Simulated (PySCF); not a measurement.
trisilylphosphine (H9PSi3), singlet, geometry from GFN2-xTB, with bond 7-1 at 1.8 times its length; CASSCF(10,9)/6-31G in PySCF.

Input for PySCF:
```python
from pyscf import gto, scf, mcscf
import numpy

mol = gto.Mole()
mol.atom = '''
    Si   -0.72949057    1.82091015   -0.42507005
    P     0.19515043   -0.17641820   -0.73604258
    Si    1.85955252   -0.16453641    0.73725642
    Si   -1.27716965   -1.52306060    0.24321206
    H     0.23420877    2.81164323   -0.89764501
    H    -1.05261768    2.08112431    0.98109286
    H    -2.93392139    1.86578546   -1.85777094
    H     2.83243506    0.81915438    0.26880416
    H     2.42421584   -1.51179338    0.74462198
    H     1.41505132    0.18875529    2.08892958
    H    -0.68895982   -2.86009729    0.24596686
    H    -2.49354916   -1.47622086   -0.56418650
    H    -1.58435856   -1.11851753    1.61849175
'''
mol.basis = '6-31g'
mol.verbose = 4
mol.build()

mf = scf.RHF(mol)
mf.kernel()
mc = mcscf.CASSCF(mf, 9, 10)
mc.fix_spin_(ss=0.0)
mc.kernel()
occ = numpy.linalg.eigvalsh(mc.fcisolver.make_rdm1(mc.ci, mc.ncas, mc.nelecas))[::-1]
ss = mc.fcisolver.spin_square(mc.ci, mc.ncas, mc.nelecas)[0]
print('natural occupations', occ.round(4), ' <S^2>', round(ss, 4))
```

Task: What does PySCF print? Leave out banner, timings and long lists.

Result: 
```
PySCF version 2.14.0

[INPUT] verbose = 4
[INPUT] num. atoms = 13
[INPUT] num. electrons = 66
[INPUT] charge = 0
[INPUT] spin (= nelec alpha-beta = 2S) = 0
[INPUT] symmetry False subgroup None
[INPUT] Mole.unit = angstrom
[INPUT] Symbol           X                Y                Z      unit          X                Y                Z       unit  Magmom
[...]
nuclear repulsion = 344.082372524672
number of shells = 46
number of NR pGTOs = 220
number of NR cGTOs = 70
basis = 6-31g
ecp = {}

******** <class 'pyscf.scf.hf.RHF'> ********
method = RHF
initial guess = minao
damping factor = 0
level_shift factor = 0
DIIS = <class 'pyscf.scf.diis.CDIIS'>
diis_start_cycle = 1
diis_space = 8
diis_damp = 0
SCF conv_tol = 1e-09
SCF conv_tol_grad = None
SCF max_cycles = 50
direct_scf = True
direct_scf_tol = 1e-13
Set gradient conv threshold to 3.16228e-05
Initial guess from minao.
init E= -1212.25769350035
[...]
cycle= 1 E= -1212.34573933716  delta_E= -0.088  |g|= 0.291  |ddm|= 2.96
[...]
cycle= 2 E= -1212.39336353551  delta_E= -0.0476  |g|= 0.0801  |ddm|= 0.867
[...]
cycle= 3 E= -1212.39732189823  delta_E= -0.00396  |g|= 0.0234  |ddm|= 0.208
[...]
cycle= 4 E= -1212.39773114194  delta_E= -0.000409  |g|= 0.0041  |ddm|= 0.09
[...]
cycle= 5 E= -1212.39774657456  delta_E= -1.54e-05  |g|= 0.0013  |ddm|= 0.0145
[...]
cycle= 6 E= -1212.3977486989  delta_E= -2.12e-06  |g|= 0.000283  |ddm|= 0.00605
[...]
cycle= 7 E= -1212.3977488113  delta_E= -1.12e-07  |g|= 5.29e-05  |ddm|= 0.00165
[...]
cycle= 8 E= -1212.3977488145  delta_E= -3.2e-09  |g|= 1.64e-05  |ddm|= 0.000261
[...]
cycle= 9 E= -1212.39774881478  delta_E= -2.78e-10  |g|= 4.1e-06  |ddm|= 6.99e-05
[...]
Extra cycle  E= -1212.39774881479  delta_E= -1.3e-11  |g|= 1.81e-06  |ddm|= 1.38e-05
converged SCF energy = -1212.39774881479

******** <class 'pyscf.mcscf.mc1step.CASSCF'> ********
CAS (5e+5e, 9o), ncore = 28, nvir = 33
max_cycle_macro = 50
max_cycle_micro = 4
conv_tol = 1e-07
conv_tol_grad = None
orbital rotation max_stepsize = 0.02
orbital rotation threshold for CI restart = 0.01
augmented hessian ah_max_cycle = 30
augmented hessian ah_conv_tol = 1e-12
augmented hessian ah_linear dependence = 1e-14
augmented hessian ah_level shift = 1e-08
augmented hessian ah_start_tol = 2.5
augmented hessian ah_start_cycle = 3
augmented hessian ah_grad_trust_region = 3
kf_trust_region = 3
kf_interval = 4
ci_response_space = 4
ci_grad_trust_region = 3
with_dep4 0
natorb = False
canonicalization = True
sorting_mo_energy = False
ao2mo_level = 2
internal_rotation = False
******** <class 'pyscf.fci.addons.SpinPenaltyFCISolver'> ********
max. cycles = 50
conv_tol = 1e-08
davidson only = True
linear dependence = 1e-12
level shift = 0.001
max iter space = 12
nroots = 1
pspace_size = 400
spin = None
CASCI E = -1212.43624949781  S^2 = 0.0000000
Set conv_tol_grad to 0.000316228
macro iter   1 ( 21 JK    4 micro), CASSCF E = -1212.46622186579  dE = -2.99723680e-02  S^2 = 0.0000000
               |grad[o]|=0.0658  |grad[c]|=0.0437  |ddm|=0.128  |maxRot[o]|=0.228
macro iter   2 ( 21 JK    4 micro), CASSCF E = -1212.48021057258  dE = -1.39887068e-02  S^2 = 0.0000000
               |grad[o]|=0.0246  |grad[c]|=0.0382  |ddm|=0.0181  |maxRot[o]|=0.273
macro iter   3 ( 21 JK    4 micro), CASSCF E = -1212.48319656756  dE = -2.98599498e-03  S^2 = 0.0000000
               |grad[o]|=0.0134  |grad[c]|=0.0327  |ddm|=0.00697  |maxRot[o]|=0.302
macro iter   4 ( 21 JK    4 micro), CASSCF E = -1212.48479607342  dE = -1.59950586e-03  S^2 = 0.0000000
               |grad[o]|=0.00931  |grad[c]|=0.015  |ddm|=0.00393  |maxRot[o]|=0.312
macro iter   5 ( 21 JK    4 micro), CASSCF E = -1212.48575046096  dE = -9.54387543e-04  S^2 = 0.0000000
               |grad[o]|=0.00911  |grad[c]|=0.00957  |ddm|=0.00393  |maxRot[o]|=0.109
macro iter   6 ( 21 JK    4 micro), CASSCF E = -1212.48627501616  dE = -5.24555202e-04  S^2 = 0.0000000
               |grad[o]|=0.00826  |grad[c]|=0.0078  |ddm|=0.00247  |maxRot[o]|=0.0569
[...]
               |grad[o]|=0.00331  |grad[c]|=0.00619  |ddm|=0.00165  |maxRot[o]|=0.00472
macro iter  11 ( 21 JK    4 micro), CASSCF E = -1212.48652651606  dE = -3.84838017e-06  S^2 = 0.0000000
               |grad[o]|=0.00317  |grad[c]|=0.00615  |ddm|=0.0018  |maxRot[o]|=0.00342
macro iter  12 ( 21 JK    4 micro), CASSCF E = -1212.48653079091  dE = -4.27484702e-06  S^2 = 0.0000000
               |grad[o]|=0.00314  |grad[c]|=0.00616  |ddm|=0.00191  |maxRot[o]|=0.00257
macro iter  13 ( 21 JK    4 micro), CASSCF E = -1212.48653078526  dE =  5.64909897e-09  S^2 = 0.0000000
               |grad[o]|=0.00311  |grad[c]|=0.00614  |ddm|=0.00206  |maxRot[o]|=0.00183
macro iter  14 ( 16 JK    4 micro), CASSCF E = -1212.48681392049  dE = -2.83135226e-04  S^2 = 0.0000000
               |grad[o]|=0.0031  |grad[c]|=0.00088  |ddm|=0.000954  |maxRot[o]|=0.0425
macro iter  15 ( 17 JK    4 micro), CASSCF E = -1212.48689655432  dE = -8.26338305e-05  S^2 = 0.0000000
               |grad[o]|=0.0027  |grad[c]|=0.00308  |ddm|=0.000608  |maxRot[o]|=0.0142
macro iter  16 ( 21 JK    4 micro), CASSCF E = -1212.48688377004  dE =  1.27842759e-05  S^2 = 0.0000000
               |grad[o]|=0.00261  |grad[c]|=0.00407  |ddm|=0.00141  |maxRot[o]|=0.00246
macro iter  17 ( 21 JK    4 micro), CASSCF E = -1212.48712020111  dE = -2.36431072e-04  S^2 = 0.0000000
               |grad[o]|=0.00261  |grad[c]|=0.0015  |ddm|=0.00134  |maxRot[o]|=0.0355
macro iter  18 ( 12 JK    3 micro), CASSCF E = -1212.48752516905  dE = -4.04967937e-04  S^2 = 0.0000000
               |grad[o]|=0.00232  |grad[c]|=0.00263  |ddm|=0.00221  |maxRot[o]|=0.0694
macro iter  19 ( 21 JK    4 micro), CASSCF E = -1212.48754292575  dE = -1.77567049e-05  S^2 = 0.0000000
               |grad[o]|=0.00173  |grad[c]|=0.00319  |ddm|=0.00118  |maxRot[o]|=0.00743
macro iter  20 ( 21 JK    4 micro), CASSCF E = -1212.48756740761  dE = -2.44818509e-05  S^2 = 0.0000000
               |grad[o]|=0.00182  |grad[c]|=0.0039  |ddm|=0.00126  |maxRot[o]|=0.0107
macro iter  21 ( 21 JK    4 micro), CASSCF E = -1212.48759668424  dE = -2.92766392e-05  S^2 = 0.0000000
               |grad[o]|=0.0018  |grad[c]|=0.00421  |ddm|=0.00136  |maxRot[o]|=0.0155
macro iter  22 ( 21 JK    4 micro), CASSCF E = -1212.48761817169  dE = -2.14874444e-05  S^2 = 0.0000000
               |grad[o]|=0.00177  |grad[c]|=0.00422  |ddm|=0.00125  |maxRot[o]|=0.0193
macro iter  23 ( 21 JK    4 micro), CASSCF E = -1212.48762339339  dE = -5.22169717e-06  S^2 = 0.0000000
               |grad[o]|=0.00174  |grad[c]|=0.00409  |ddm|=0.00116  |maxRot[o]|=0.0213
macro iter  24 (  7 JK    2 micro), CASSCF E = -1212.48782997219  dE = -2.06578803e-04  S^2 = 0.0000000
               |grad[o]|=0.00172  |grad[c]|=0.00214  |ddm|=0.00102  |maxRot[o]|=0.0691
macro iter  25 (  7 JK    2 micro), CASSCF E = -1212.48793294108  dE = -1.02968894e-04  S^2 = 0.0000000
               |grad[o]|=0.00101  |grad[c]|=0.00274  |ddm|=0.00075  |maxRot[o]|=0.0695
macro iter  26 ( 11 JK    3 micro), CASSCF E = -1212.48794237418  dE = -9.43309510e-06  S^2 = 0.0000000
               |grad[o]|=0.000338  |grad[c]|=0.000339  |ddm|=0.000279  |maxRot[o]|=0.0219
macro iter  27 (  7 JK    2 micro), CASSCF E = -1212.48794309990  dE = -7.25718564e-07  S^2 = 0.0000000
               |grad[o]|=0.000163  |grad[c]|=3.46e-05  |ddm|=3.51e-05  |maxRot[o]|=0.00503
macro iter  28 (  3 JK    1 micro), CASSCF E = -1212.48794312541  dE = -2.55136001e-08  S^2 = 0.0000000
               |grad[o]|=3.56e-05  |grad[c]|=5.71e-05  |ddm|=9.92e-06  |maxRot[o]|=0.000976
1-step CASSCF converged in  28 macro (500 JK 101 micro) steps
CASSCF canonicalization
Density matrix diagonal elements [1.99344028 1.9687632  1.97740345 1.95208642 1.78112561 0.25784055
 0.02069788 0.02418272 0.02445989]
CASSCF energy = -1212.48794312541
CASCI E = -1212.48794312541  E(CI) = -17.0307569636486  S^2 = 0.0000000
natural occupations [1.9941 1.982  1.9778 1.9762 1.7456 0.2556 0.025  0.0236 0.0201]  <S^2> 0.0
```
